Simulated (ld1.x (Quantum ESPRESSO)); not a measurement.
**LDA (PZ) TM dataset for molybdenum (Mo), scalar-relativistic all-electron reference.**

```json
{
 "Element": "Mo (Z = 42)",
 "Generator": "ld1.x (Quantum ESPRESSO) 7.5",
 "Type": "norm-conserving Troullier–Martins (Kleinman–Bylander form)",
 "Functional": "LDA (PZ)",
 "Relativity": "scalar-relativistic",
 "Frozen core": "[Ar] 3d10 4s2",
 "Valence charge": "12",
 "Reference configuration": "4p6 4d5 5s0 5p1",
 "Partial waves": "5s (bound, empty): rc 3.10 bohr; 4d (bound): rc 2.20 bohr; 4p (bound): rc 1.90 bohr",
 "Local potential": "the p channel",
 "Core correction": "Bessel-smoothed model core inside 1.70 bohr"
}
```

Occupied shells without a wave of their own: 5p. They enter only through the test configuration that unscreens the potential, and ld1.x also counts them in the model core charge.

All-electron outer shells of the reference configuration (LDA (PZ), scalar-relativistic, ld1.x):

| shell | level (eV) | outermost node (bohr) | outermost maximum (bohr) |
| --- | --- | --- | --- |
| 3d | -222.63 | – | 0.32 |
| 4s | -65.77 | 0.51 | 0.99 |
| 4p | -39.95 | 0.52 | 1.06 |
| 5s | -5.24 | 1.34 | 2.86 |
| 4d | -5.20 | 0.53 | 1.38 |
| 5p | -1.90 | 1.54 | 3.91 |

Estimate the cutoffs (Ry, on a coarse ladder) from which the occupation-weighted sum of valence levels, in a spherical-Bessel basis at the reference potential, stays within 10 and 1 mRy of its value at 400 Ry.

35 Ry and 50 Ry.

Does the potential have ghost states?

Ghost state, extra bound levels that the all-electron valence spectrum of the same l lacks: s at -40.3 eV. A true bound ghost makes a file unfit for plane-wave use.

Which valence shell sets the plane-wave cutoff?

4d: its level needs 40 Ry to come within 1 mRy, against 30 Ry for 4p.

Tests: 4p6 4d5 5s1 5p0; 4p6 4d5 5s0 5p0; 4p6 4d4 5s0 5p0; 4p6 4d2 5s0 5p0; 4p6 4d6 5s0 5p0; 4p6 4d3 5s0 5p0; 4p6 4d4 5s2 5p0. Which has the largest error in its energy relative to the reference configuration, and how large is it?

4p6 4d2 5s0 5p0, with -1051 meV (all-electron minus pseudo) on +86.30 eV.

ld1.x takes every shell without a wave as core, so the model core holds the 5p electrons as well and exchange and correlation see them twice. This cancels in the reference configuration, but the file is broken for other ones, and its errors say nothing about a proper core correction.
